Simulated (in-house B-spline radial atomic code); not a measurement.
A run on La (an excited or competing configuration) that did not converge. Method: scalar-relativistic (X2C) wB97X, spin-polarised, spherical fractional occupations, exact exchange averaged over the configuration, Fermi nucleus of rms radius 4.855 fm; computed with a B-spline radial code for spherical atoms.

Command:
```bash
python run_scf.py task.json out
```
Settings (nuclear radius in fm, mass in u):
```
Z                57
configuration    [Kr] 4d9 5s2 5p6 5d1 6s2 6f1
hamiltonian      x2c
method           wb97x
spin_polarised   True
nucleus          fermi
rms_radius       4.855
atomic_mass      138.90636
speed_of_light   137.035999084
exact_exchange   averaged over the configuration
```

First and last ten iterations of the last attempt (damped for 15 steps, keeping 80 % of the old Fock matrix, then DIIS):
```
 iter        energy (Eh)    residual
    1       -8480.418343    4.88e-01
    2       -8485.328511    3.11e-01
    3       -8487.119550    2.06e-01
    4       -8487.967798    1.35e-01
    5       -8488.362098    8.79e-02
    6       -8488.546583    5.77e-02
    7       -8488.637032    4.06e-02
    8       -8488.680140    2.99e-02
    9       -8488.700771    2.21e-02
   10       -8488.710807    1.65e-02
  111       -8488.722016    9.68e-04
  112       -8488.721977    8.28e-04
  113       -8488.721967    5.99e-04
  114       -8488.722039    4.86e-04
  115       -8488.721976    9.33e-04
  116       -8488.721957    9.70e-04
  117       -8488.721937    9.73e-04
  118       -8488.721942    9.98e-04
  119       -8488.721689    1.29e-03
  120       -8488.721666    1.22e-03
 not converged after 120 iterations
```

The smallest residual met was 3.3e-04; the threshold is about 6e-07. No energy from this run should be used. Time taken, with all properties: 64 s on 1 thread of Arm Neoverse N1, on a shared host.
